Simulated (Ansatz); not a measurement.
One change: `CC1C=COC1` becomes `[AlH2][CH]1C=COC1`.

Ansatz, PBE0-D4/def2-TZVP geometries, multiplicity 1. 

| property | `CC1C=COC1` |
| --- | --- |
| HOMO–LUMO gap (B3LYP/def2-TZVPP) / eV | 6.44 |
| LUMO energy (B3LYP/def2-TZVPP) / eV | 0.48 |
| HOMO energy (B3LYP/def2-TZVPP) / eV | -5.96 |
| HOMO energy (PBE0/def2-TZVPP) / eV | -6.16 |
| size of the dipole moment (B3LYP/def2-TZVPP) / D | 1.16 |
| HOMO–LUMO gap (PBE0/def2-TZVPP) / eV | 6.91 |

Question: What does the change do to each property? (Estimate.)

Answer: Computed: 
```json
{"property": "HOMO–LUMO gap (B3LYP/def2-TZVPP) / eV", "`[AlH2][CH]1C=COC1`": "4.82", "shift": "-1.62"}
{"property": "LUMO energy (B3LYP/def2-TZVPP) / eV", "`[AlH2][CH]1C=COC1`": "-1.05", "shift": "-1.53"}
{"property": "HOMO energy (B3LYP/def2-TZVPP) / eV", "`[AlH2][CH]1C=COC1`": "-5.88", "shift": "0.08"}
{"property": "HOMO energy (PBE0/def2-TZVPP) / eV", "`[AlH2][CH]1C=COC1`": "-6.05", "shift": "0.11"}
{"property": "size of the dipole moment (B3LYP/def2-TZVPP) / D", "`[AlH2][CH]1C=COC1`": "1.69", "shift": "0.53"}
{"property": "HOMO–LUMO gap (PBE0/def2-TZVPP) / eV", "`[AlH2][CH]1C=COC1`": "5.19", "shift": "-1.72"}
```

With PBE0 the HOMO rises by 0.11 eV and the LUMO falls by 1.61 eV, so the gap narrows by about 1.72 eV. PBE moves the HOMO by -0.04 eV and ωB97M-V by 0.25 eV. Dipoles are sizes alone; their direction can turn.

B3LYP here is the variant with VWN-RPA as its local correlation; programs differ in this.
